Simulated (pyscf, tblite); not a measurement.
`[CH2][CH2][SiH3]` [doublet] → `[CH3][CH][SiH3]` [doublet]: energy along the mass-weighted descent from the GFN2-xTB with spin polarisation saddle (tblite), relative to the relaxed reactant side.

```
s (amu^1/2 bohr) | E (kcal/mol)
    -4.22 | #### 1.6
    -4.04 | #### 1.8
    -3.86 | ##### 1.9
    -3.69 | ##### 2.1
    -3.53 | ##### 2.2
    -3.34 | ##### 2.4
    -3.16 | ##### 2.5
    -2.99 | ##### 2.7
    -2.85 | ##### 2.8
    -2.66 | ##### 3.0
    -2.40 | ###### 3.2
    -1.32 | ########### 10.2
   -0.120 | ############################## 37.1
     1.08 | ############ 12.3
     2.28 |  -4.4
```

Question: The GFN2-xTB with spin polarisation barrier from the reactant side is 1.63 eV. What does ωB97X-D3(BJ) (PySCF) give from its own reactant-side minimum, in def2-SVP and in def2-TZVP?

Answer: 1.69 eV in the double-zeta basis after reoptimising the saddle, and 1.69 eV in the triple-zeta single point, so the tight-binding barrier lies 0.05 eV under the latter. The imaginary mode goes from 1730i to 1869i cm⁻¹.
